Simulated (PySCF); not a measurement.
An unknown shows these calculated signals:

$^{1}$H NMR (600 MHz, computed): δ 7.43 (m, 1H), 7.02 (d, 1H), 5.36 (m, 1H), 0.50 (d, 3H).

$^{13}$C{$^{1}$H} NMR (computed): δ 172.4 (C), 157.0 (CH), 150.2 (CH), -1.1 (CH3).

Level of theory: PBE0/pcSseg-1 with gauge-including orbitals, geometry: GFN2-xTB, in PySCF 2.14.0 with density-fitted response routines (gas phase, one computed conformer, no relativistic terms, equivalent nuclei averaged).

References, each an isolated molecule treated in the same way: TMS for $^{1}$H, $^{13}$C.

Which of these does the molecule contain: a (CH3)2CH unit, a Si–H bond, a heteroaromatic ring, a Si–CH3 group, a non-aromatic C=C double bond, an aldehyde?

Answers


- A (CH3)2CH unit: no.
- A Si–H bond: yes (δH 5.36 (m)).
- A heteroaromatic ring: no.
- A Si–CH3 group: yes (δC -1.1; δH 0.50 (d)).
- A non-aromatic C=C double bond: yes.
- An aldehyde: no.

The data belong to `InChI=1S/C4H6O2Si/c1-7-3-2-4(5)6-7/h2-3,7H,1H3/t7-/m0/s1`; they needn't prove each group on their own.

Carbon signals by region: 1 in the far downfield region (above 160 ppm), 2 in the sp2 and nitrile region (100–160 ppm), 1 below 50 ppm. Above 160 ppm: 172.4, carbonyl carbon.

Shifts are as computed. Against solution values, carbons near 30 ppm lie about +3 ppm off and those near 130 ppm about +5 ppm. Of 1211 compounds with measured shifts, 218 miss one by over three times the rms of a fit or turn the order of signals round; such compounds aren't used in these exercises. Multiplicities follow the n + 1 count of equivalent neighbours, as no J values were calculated; m marks all less simple cases, F and P coupling included.
